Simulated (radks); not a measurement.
Valence configurations of Rb I (all share [Kr]). All-electron calculation, scalar-relativistic Kohn-Sham, LDA (Slater exchange, Perdew-Wang correlation), spin-unpolarised, spherical densities, point nucleus. Program: a radial shooting solver on a logarithmic mesh with Libxc functionals. Energies are relative to 5s1; eigenvalues in eV.

valence,E (eV),e(4d),e(5p),e(5s)
5s1,0.000,-,-,-2.363
4d1,2.315,-0.633,-,-
5p1,1.618,-,-1.370,-
4d0.5 5p0.5,1.966,-0.625,-1.326,-
4d0.5 5s0.5,1.156,-0.433,-,-2.751
5s0.5 5p0.5,0.795,-,-1.116,-2.731

NIST lists [Kr] 5s1 as the ground configuration; this level of theory agrees among the configurations tried. The energies are those of spherical spin-averaged densities, not of single terms.
